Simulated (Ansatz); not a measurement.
The cluster TiO4. The state is a quintet with charge 0. Geometry PBE0-D4/def2-SVP.

```xyz
5

Ti    0.000    0.000    0.001
O     1.007    1.754   -0.009
O     1.739    0.850   -0.587
O    -1.640   -1.152   -0.275
O    -1.107   -1.453    0.870
```

The 6-31G sets use Cartesian d functions. B3LYP takes the VWN-RPA correlation. The structure holds 2 bonds between oxygen atoms, so isomers without such links may lie far lower. The order of the spin states hangs on the level: the singlet lies 2.30 eV below the quintet at PBE0-D4/def2-TZVP, but 1.26 eV above it at HF/6-31G. The structure comes from a short search, and lower isomers may exist.

Task: Estimate the α-spin orbital energies around the gap (eV) in Ansatz with HF/6-31G, PBE-D4/def2-TZVP, r2SCAN-D4/def2-TZVP, B3LYP-D4/6-31G, PBE0-D4/def2-TZVP.

Result: 
```csv
orbital,HF/6-31G,PBE-D4/def2-TZVP,r2SCAN-D4/def2-TZVP,B3LYP-D4/6-31G,PBE0-D4/def2-TZVP
HOMO−9,-20.37,-12.66,-13.19,-14.35,-14.60
HOMO−8,-19.12,-12.66,-13.07,-13.81,-14.32
HOMO−7,-18.03,-12.45,-12.89,-13.58,-14.27
HOMO−6,-18.00,-11.60,-12.04,-13.03,-13.50
HOMO−5,-14.35,-7.15,-7.59,-8.60,-8.96
HOMO−4,-14.27,-7.08,-7.45,-8.46,-8.82
HOMO−3,-13.33,-7.08,-7.32,-8.33,-8.57
HOMO−2,-13.33,-6.97,-7.32,-8.33,-8.57
HOMO−1,-12.31,-4.25,-4.86,-5.93,-6.40
HOMO,-10.17,-4.13,-4.45,-5.27,-5.47
LUMO,1.32,-3.27,-2.94,-1.81,-1.79
LUMO+1,1.32,-2.02,-1.84,-1.07,-0.67
LUMO+2,1.79,-2.02,-1.84,-1.07,-0.67
LUMO+3,3.22,-0.48,-0.12,-0.12,0.14
LUMO+4,4.19,0.27,0.49,-0.12,1.26
LUMO+5,5.02,0.27,0.49,0.03,1.26
β HOMO,-12.37,-6.68,-6.84,-7.85,-8.14
β LUMO,1.03,-5.42,-4.96,-4.09,-3.77
```
